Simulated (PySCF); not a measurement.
Br2H2O2Si.

```xyz
7

O     -0.0781     1.3784     1.5868
Si     0.0000     0.0000     0.6886
O      0.0781    -1.3784     1.5868
Br    -1.8345     0.0058    -0.5580
Br     1.8345    -0.0058    -0.5580
H      0.7405     1.6624     2.0145
H     -0.7405    -1.6624     2.0145
```
Charge 0, spin multiplicity 1.

Geometry optimised at B3LYP-D3(BJ)/def2-SVP. The structure was generated by enumeration, and PubChem lists no compound with its InChIKey, so it may never have been made. The values are those of a single conformer.

These are KT2/pcSseg-1 run with PySCF values and carry that method's errors. Non-relativistic, no solvent.

Computed absolute GIAO shielding of each atom: isotropic value and principal components (ppm):
| atom | σ(iso) | σ11 | σ22 | σ33 | span |
|---|---|---|---|---|---|
| O1 | 209.7 | 170.6 | 190.5 | 267.9 | 97.3 |
| Si2 | 364.8 | 351.2 | 368.1 | 375.1 | 24.0 |
| O3 | 209.7 | 170.6 | 190.5 | 267.9 | 97.3 |
| Br4 | 2371.2 | 2089.9 | 2121.8 | 2901.9 | 811.9 |
| Br5 | 2371.2 | 2089.9 | 2121.8 | 2901.9 | 811.9 |
| H6 | 28.3 | 21.0 | 23.8 | 40.2 | 19.2 |
| H7 | 28.3 | 21.0 | 23.8 | 40.2 | 19.2 |
